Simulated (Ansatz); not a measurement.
Geometry optimisation, RKS PBE0-D4/def2-SVP (Ansatz 0.2.0).

The input (input.yaml):

```yaml
crystal:
  periodic: [false, false, false]
  atoms:
    - { symbol: C, position_ang: [-0.09105, 1.07707, -0.24414] }
    - { symbol: C, position_ang: [-0.1713, -0.34346, 0.00237] }
    - { symbol: Te, position_ang: [-1.50587, -1.22991, 1.23289] }
    - { symbol: H, position_ang: [-0.90445, 1.58761, 0.29122] }
    - { symbol: H, position_ang: [-0.33385, 1.28266, -1.29611] }
    - { symbol: H, position_ang: [0.86522, 1.5293, 0.01437] }
    - { symbol: H, position_ang: [0.54671, -0.97545, -0.51835] }
    - { symbol: H, position_ang: [-0.91521, -2.71495, 0.92736] }
total_charge: 1
basis:
  gaussian: { orbitals: def2-SVP }
hamiltonian:
  xc: pbe0
  dispersion: d4
relax:
  f_tol: 0.015
  max_steps: 40
```

Run as:

```bash
$ ansatz run input.yaml --threads 1 --pin off --max-ram 2048MiB --backend cpu --events-out ev --progress --plain --runs-dir out
```

**Question.** Where does it end, and by what steps?

**Answer.** It converged. After 6 steps the energy has fallen by 0.137 eV; H4 moved furthest, 0.12 Å.

| step | energy less start (eV) | largest force component (eV/Å) | accepted |
| --- | --- | --- | --- |
| 0 | 0.0000 | 1.817 | yes |
| 1 | -0.1221 | 0.534 | yes |
| 2 | -0.1350 | 0.133 | yes |
| 3 | -0.1358 | 0.095 | yes |
| 4 | -0.1369 | 0.019 | yes |
| 5 | -0.1370 | 0.021 | yes |
| 6 | -0.1371 | 0.002 | yes |

```xyz
8
Properties=species:S:1:pos:R:3
C -0.161 1.099 -0.232
C -0.214 -0.336 0.019
Te -1.493 -1.248 1.233
H -0.900 1.705 0.306
H -0.258 1.267 -1.324
H 0.863 1.458 -0.002
H 0.511 -0.977 -0.502
H -0.858 -2.756 0.912
```

Whether the end is a true minimum wasn't checked by a vibrational analysis.

Time of the run: 44 s on 1 thread of Arm Neoverse N1, on a shared host, peak memory 0.16 GiB.
